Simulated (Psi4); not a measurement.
C2H3O2 (SMILES [CH2]OC=O), doublet, geometry from GFN2-xTB; REVPBE/STO-3G in Psi4.

Psi4 was given this input:
```
memory 2 GB

molecule mol {
0 2
C    -0.879281    0.003510    0.015641
O    -0.818830   -1.011327    0.656700
O     0.170849    0.700151   -0.446594
H    -1.802591    0.513737   -0.288524
C     1.414846    0.280287   -0.206134
H     1.577655   -0.618866    0.359629
H     2.195402    0.891757   -0.608989
}

set {
  basis sto-3g
  reference uks
  scf_type pk
  puream true
  d_convergence 1e-8
  dft_radial_points 99
  dft_spherical_points 590
}

energy('revpbe')
print_variables()
```

**Question.** Write the output that Psi4 gives for this input, abridged.

**Answer.** 
```
   => Loading Basis Set <=

    Name: STO-3G
    Role: ORBITAL
    Keyword: BASIS

         ---------------------------------------------------------
                                   SCF
               by Justin Turney, Rob Parrish, Andy Simmonett
                          and Daniel G. A. Smith
                              UKS Reference
         ---------------------------------------------------------

  ==> Geometry <==

    Molecular point group: c1
    Full point group: C1

    Geometry (in Angstrom), charge = 0, multiplicity = 2:

       Center              X                  Y                   Z               Mass
    ------------   -----------------  -----------------  -----------------  -----------------
         C           -0.846208189858     0.016708484155     0.006615601788    12.000000000000
         O           -0.785757189858    -0.998128515845     0.647674601788    15.994914619570
         O            0.203921810142     0.713349484155    -0.455619398212    15.994914619570
         H           -1.769518189858     0.526935484155    -0.297549398212     1.007825032230
         C            1.447918810142     0.293485484155    -0.215159398212    12.000000000000
         H            1.610727810142    -0.605667515845     0.350603601788     1.007825032230
         H            2.228474810142     0.904955484155    -0.618014398212     1.007825032230

  Running in c1 symmetry.

  Rotational constants: A =      0.81253  B =      0.23384  C =      0.18158 [cm^-1]
  Rotational constants: A =  24359.02884  B =   7010.42248  C =   5443.73830 [MHz]
  Nuclear repulsion =  115.304377170741802

  Charge       = 0
  Multiplicity = 2
  Electrons    = 31
  Nalpha       = 16
  Nbeta        = 15

  ==> Algorithm <==

  SCF Algorithm Type is PK.
  DIIS enabled.
  MOM disabled.
  Fractional occupation disabled.
  Guess Type is SAD.
  Energy threshold   = 1.00e-06
  Density threshold  = 1.00e-08
  Integral threshold = 1.00e-12

  ==> Primary Basis <==

  Basis Set: STO-3G
    Blend: STO-3G
    Number of shells: 15
    Number of basis functions: 23
    Number of Cartesian functions: 23
    Spherical Harmonics?: true
    Max angular momentum: 1

  ==> DFT Potential <==

   => LibXC <=

    Version 7.1.2
    S. Lehtola, C. Steigemann, M. J. T. Oliveira, and M. A. L. Marques,  SoftwareX 7, 1–5 (2018) (10.1016/j.softx.2017.11.002)

   => Composite Functional: REVPBE <=

    revPBE GGA Exchange-Correlation Functional

    Y. Zhang and W. Yang, Phys. Rev. Lett. 80, 890, 1998

    Deriv               =              1
    GGA                 =           TRUE
    Meta                =          FALSE

    Exchange Hybrid     =          FALSE
    MP2 Hybrid          =          FALSE

   => Exchange Functionals <=

    1.0000   XC_GGA_X_PBE_R

   => Correlation Functionals <=

    1.0000     XC_GGA_C_PBE

   => LibXC Density Thresholds  <==

    XC_GGA_C_PBE:  1.00E-12
    XC_GGA_X_PBE_R:  1.00E-15

   => Molecular Quadrature <=

    Radial Scheme          =       TREUTLER
    Pruning Scheme         =           NONE
    Nuclear Scheme         =       TREUTLER

    Blocking Scheme        =         OCTREE
    BS radius alpha        =              1
    Pruning alpha          =              1
    Radial Points          =             99
    Spherical Points       =            590
    Total Points           =         384394
    Total Blocks           =           2813
    Max Points             =            256
    Max Functions          =             23
    Weights Tolerance      =       1.00E-15

  ==> Integral Setup <==

  Using in-core PK algorithm.
   Calculation information:
      Number of atoms:                   7
      Number of AO shells:              15
      Number of primitives:             45
      Number of atomic orbitals:        23
      Number of basis functions:        23

      Integral cutoff                 1.00e-12
      Number of threads:                 1

  Performing in-core PK
  Using 76452 doubles for integral storage.
  We computed 6895 shell quartets total.
  Whereas there are 7260 unique shell quartets.

  ==> DiskJK: Disk-Based J/K Matrices <==

    J tasked:                  Yes
    K tasked:                   No
    wK tasked:                  No
    Schwarz Cutoff:          1E-12

  Minimum eigenvalue in the overlap matrix is 2.3856847867E-01.
  Reciprocal condition number of the overlap matrix is 1.1215883900E-01.
    Using symmetric orthogonalization.

  ==> Pre-Iterations <==

  SCF Guess: Superposition of Atomic Densities via on-the-fly atomic UHF (no occupation information).

   -------------------------
    Irrep   Nso     Nmo
   -------------------------
     A         23      23
   -------------------------
    Total      23      23
   -------------------------

  ==> Iterations <==

                        Total Energy        Delta E     RMS |[F,P]|

   @UKS iter SAD:  -224.08459234948327   -2.24085e+02   0.00000e+00
   @UKS iter   1:  -225.19588615961678   -1.11129e+00   1.66478e-02 ADIIS/DIIS
   @UKS iter   2:  -224.33104982359072    8.64836e-01   5.91163e-02 ADIIS/DIIS
   @UKS iter   3:  -225.24913352781388   -9.18084e-01   1.18419e-02 ADIIS/DIIS
   @UKS iter   4:  -225.28803516478931   -3.89016e-02   5.12780e-04 ADIIS/DIIS
   @UKS iter   5:  -225.28808567049489   -5.05057e-05   4.10830e-04 ADIIS/DIIS
   @UKS iter   6:  -225.28815074864599   -6.50782e-05   1.49668e-04 ADIIS/DIIS
   @UKS iter   7:  -225.28815884403360   -8.09539e-06   7.37041e-05 DIIS
   @UKS iter   8:  -225.28816020339150   -1.35936e-06   3.33987e-05 DIIS
   @UKS iter   9:  -225.28816062105432   -4.17663e-07   7.09952e-06 DIIS
   @UKS iter  10:  -225.28816063838863   -1.73343e-08   1.47679e-06 DIIS
   @UKS iter  11:  -225.28816063944655   -1.05791e-09   1.38706e-07 DIIS
   @UKS iter  12:  -225.28816063946218   -1.56319e-11   3.61657e-08 DIIS
   @UKS iter  13:  -225.28816063946314   -9.66338e-13   4.70074e-09 DIIS
  Energy and wave function converged.

  ==> Post-Iterations <==

   Electrons on quadrature grid:
      Nalpha   =   16.0000000972 ; deviation = 9.720e-08
      Nbeta    =   15.0000000895 ; deviation = 8.951e-08
      Ntotal   =   31.0000001867 ; deviation = 1.867e-07

   @Spin Contamination Metric:   3.661334342E-03
   @S^2 Expected:                7.500000000E-01
   @S^2 Observed:                7.536613343E-01
   @S   Expected:                5.000000000E-01
   @S   Observed:                5.000000000E-01

    Orbital Energies [Eh]
    ---------------------

    Alpha Occupied:

       1A    -18.649456     2A    -18.528741     3A     -9.832617
       4A     -9.747087     5A     -0.998762     6A     -0.900832
       7A     -0.625859     8A     -0.484944     9A     -0.435679
      10A     -0.364365    11A     -0.348575    12A     -0.304396
      13A     -0.231956    14A     -0.214206    15A     -0.121445
      16A     -0.063639

    Alpha Virtual:

      17A      0.076397    18A      0.270040    19A      0.348081
      20A      0.398549    21A      0.407331    22A      0.491227
      23A      0.621309

    Beta Occupied:

       1A    -18.648189     2A    -18.526651     3A     -9.832195
       4A     -9.736692     5A     -0.992493     6A     -0.894484
       7A     -0.609508     8A     -0.472161     9A     -0.430703
      10A     -0.357624    11A     -0.332720    12A     -0.299883
      13A     -0.210522    14A     -0.204637    15A     -0.117969

    Beta Virtual:

      16A      0.008275    17A      0.098176    18A      0.285013
      19A      0.369045    20A      0.406424    21A      0.415173
      22A      0.503024    23A      0.625971

    Final Occupation by Irrep:
              A
    DOCC [    15 ]
    SOCC [     1 ]
    NA   [    16 ]
    NB   [    15 ]

  @UKS Final Energy:  -225.28816063946314

   => Energetics <=

    Nuclear Repulsion Energy =            115.3043771707418017
    One-Electron Energy =                -536.6583702184116191
    Two-Electron Energy =                 225.2127919821572846
    DFT Exchange-Correlation Energy =     -29.1469595739506175
    Empirical Dispersion Energy =           0.0000000000000000
    VV10 Nonlocal Energy =                  0.0000000000000000
    Total Energy =                       -225.2881606394631433

  UHF NO Occupations:
  HONO-2 :   14  A 1.9993473
  HONO-1 :   15  A 1.9991726
  HONO-0 :   16  A 1.0000000
  LUNO+0 :   17  A 0.0008274
  LUNO+1 :   18  A 0.0006527
  LUNO+2 :   19  A 0.0002043
  LUNO+3 :   20  A 0.0001371

Computation Completed

Properties will be evaluated at   0.000000,   0.000000,   0.000000 [a0]

Properties computed using the SCF density matrix

 Multipole Moments:

 ------------------------------------------------------------------------------------
     Multipole            Electronic (a.u.)      Nuclear  (a.u.)        Total (a.u.)
 ------------------------------------------------------------------------------------

 L = 1.  Multiply by 2.5417464519 to convert [e a0] to [Debye]
 Dipole X            :         -1.7490179            1.9374703            0.1884524
 Dipole Y            :         -0.4643675            0.7731909            0.3088234
 Dipole Z            :          0.3294280           -0.5287101           -0.1992821
 Magnitude           :                                                    0.4130370

 ------------------------------------------------------------------------------------

  Variable Map:
  ----------------------------------------------------------------------------
  "CURRENT ENERGY"              =>    -225.288160639463
  "CURRENT REFERENCE ENERGY"    =>    -225.288160639463
  "DD SOLVATION ENERGY"         =>       0.000000000000
  "DFT FUNCTIONAL TOTAL ENERGY" =>    -225.288160639463
  "DFT TOTAL ENERGY"            =>    -225.288160639463
  "DFT VV10 ENERGY"             =>       0.000000000000
  "DFT XC ENERGY"               =>     -29.146959573951
  "GRID ELECTRONS ALPHA"        =>      16.000000097199
  "GRID ELECTRONS BETA"         =>      15.000000089512
  "GRID ELECTRONS TOTAL"        =>      31.000000186711
  "NUCLEAR REPULSION ENERGY"    =>     115.304377170742
  "ONE-ELECTRON ENERGY"         =>    -536.658370218412
  "PCM POLARIZATION ENERGY"     =>       0.000000000000
  "PE ENERGY"                   =>       0.000000000000
  "SCF ITERATION ENERGY"        =>    -225.288160639463
  "SCF ITERATIONS"              =>      13.000000000000
  "SCF TOTAL ENERGY"            =>    -225.288160639463
  "TWO-ELECTRON ENERGY"         =>     225.212791982157
  "XC GRID RADIAL POINTS"       =>      99.000000000000
  "XC GRID SPHERICAL POINTS"    =>     590.000000000000
  "XC GRID TOTAL POINTS"        =>  384394.000000000000

  Array Variable Map:
  ----------------------------------------------------------------------------
  "CURRENT DIPOLE"              =>       0.188452382443 ... -0.199282146902 1 by 3
  "SCF DIPOLE"                  =>       0.188452382443 ... -0.199282146902 1 by 3
  "SCF TOTAL ENERGIES"          =>    -224.084592349483 ... -225.288160639463 1 by 14
```
